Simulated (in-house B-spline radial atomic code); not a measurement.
Sc is squeezed into an impenetrable sphere of radius R (the orbitals vanish at R). Level of theory: Dirac-Kohn-Sham LDA VWN5, spherical fractional occupations, Fermi nucleus of rms radius 3.5459 fm; calculated with an all-electron radial atomic-structure program (B-spline basis).

Energies in eV above the free atom in [Ar] 3d1 4s2:

```json
{"R (bohr)": "8.33", "highest level (eV)": "-3.07", "[Ar] 3d1 4s2": "0.197", "[Ar] 3d2 4s1": "1.869", "[Ar] 3d1 4s1 4d1": "7.811"}
{"R (bohr)": "6.43", "highest level (eV)": "-2.01", "[Ar] 3d1 4s2": "1.342", "[Ar] 3d2 4s1": "2.924", "[Ar] 3d1 4s1 4d1": "11.65"}
{"R (bohr)": "5.15", "highest level (eV)": "-0.0695", "[Ar] 3d1 4s2": "4.927", "[Ar] 3d2 4s1": "5.745", "[Ar] 3d1 4s1 4d1": "19.06"}
{"R (bohr)": "4.53", "highest level (eV)": "2.74", "[Ar] 3d1 4s2": "9.484", "[Ar] 3d2 4s1": "9.081", "[Ar] 3d1 4s1 4d1": "26.54"}
{"R (bohr)": "3.62", "highest level (eV)": "12.6", "[Ar] 3d1 4s2": "26.86", "[Ar] 3d2 4s1": "21.27", "[Ar] 3d1 4s1 4d1": "49.98"}
{"R (bohr)": "2.8", "highest level (eV)": "39.3", "[Ar] 3d1 4s2": "81.56", "[Ar] 3d2 4s1": "59.83", "[Ar] 3d1 4s1 4d1": "111.3"}
{"R (bohr)": "2.5", "highest level (eV)": "60.9", "[Ar] 3d1 4s2": "131.3", "[Ar] 3d2 4s1": "95.89", "[Ar] 3d1 4s1 4d1": "162.5"}
{"R (bohr)": "2.37", "highest level (eV)": "74.1", "[Ar] 3d1 4s2": "163.9", "[Ar] 3d2 4s1": "119.9", "[Ar] 3d1 4s1 4d1": "195.2"}
{"R (bohr)": "1.6", "highest level (eV)": "276", "[Ar] 3d1 4s2": "771.3", "[Ar] 3d2 4s1": "590.7", "[Ar] 3d1 4s1 4d1": "775.9"}
{"R (bohr)": "1.29", "highest level (eV)": "524", "[Ar] 3d1 4s2": "1676", "[Ar] 3d2 4s1": "1320", "[Ar] 3d1 4s1 4d1": "1621"}
```

Question: Does [Ar] 3d2 4s1 fall below [Ar] 3d1 4s2 under compression?

Answer: Yes, between R = 5.15 and 4.53 bohr the order changes (near 4.73 bohr by linear interpolation).

Question: Does [Ar] 3d1 4s1 4d1 fall below [Ar] 3d1 4s2 under compression?

Answer: Yes, between R = 1.6 and 1.29 bohr the order changes (near 1.58 bohr by linear interpolation).

The highest level is first positive in the row R = 4.53 bohr, pushed up by confinement above the zero of the free ion's potential. Each configuration is held fixed and needn't be the lowest in the sphere.
